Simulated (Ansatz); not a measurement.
Gas-phase reaction in SMILES: C/C=C/[SiH2]C [methyl-[(E)-prop-1-enyl]silane] + 5 [H][H] (H2) → 4 C (CH4) + [SiH4] (SiH4)
Structures are relaxed separately at B3LYP-D3(BJ)/def2-TZVP in Ansatz (a first-principles code), one conformer each, not searched for the lowest.

Property: energy of full hydrogenation (electronic energy difference), in kcal/mol. Cores are frozen in the correlated levels unless marked. Spin-orbit coupling is left out. Non-relativistic unless marked X2C. Basis-set limits of correlation are two-point, X^-3; Hartree-Fock from the larger set.

| level | program | energy of full hydrogenation (kcal/mol) |
|---|---|---|
| HF/STO-3G | Ansatz | -122.6 |
| HF/cc-pV(T+d)Z | Ansatz | -99.5 |
| BLYP/def2-TZVPD | Ansatz | -83.7 |
| B3LYP/def2-TZVPD | Ansatz | -88.2 |
| PBE0-D3(BJ)/def2-TZVP | Ansatz + dftd3 | -85.7 |
| PBE0/def2-TZVPD | Ansatz | -88.7 |
| r2SCANh/def2-TZVPD | Ansatz | -84.8 |
| HSE06-D3(BJ)/def2-TZVPD | Ansatz + dftd3 | -85.8 |
| B2GP-PLYP/def2-TZVPD | Ansatz | -84.4 |
| B2PLYP/def2-TZVPD | Ansatz | -84.4 |
| MP2/aug-cc-pV(T+d)Z | Ansatz | -79.6 |
| RI-MP2/aug-cc-pV(T+d)Z | Ansatz | -79.6 |
| RI-MP2/aug-cc-pV(Q+d)Z | Ansatz | -78.7 |
| SCS-MP2/cc-pV(D+d)Z | Ansatz | -87.7 |
| SCS-MP2/aug-cc-pV(T+d)Z | Ansatz | -82.2 |
| CCSD/cc-pV(Q+d)Z | Ansatz | -86.8 |
| CCSD(T)/6-31G | Ansatz | -73.5 |
| CCSD(T)/cc-pwCVTZ | Ansatz | -83.2 |
| X2C-CCSD(T)/cc-pVTZ-DK | Ansatz | -84.0 |
| CCSD(T) with core electrons (1s frozen past Ne)/cc-pwCVTZ | Ansatz | -83.1 |
| CCSD(T)/CBS(cc-pV(T+d)Z,cc-pV(Q+d)Z) | Ansatz | -81.7 |
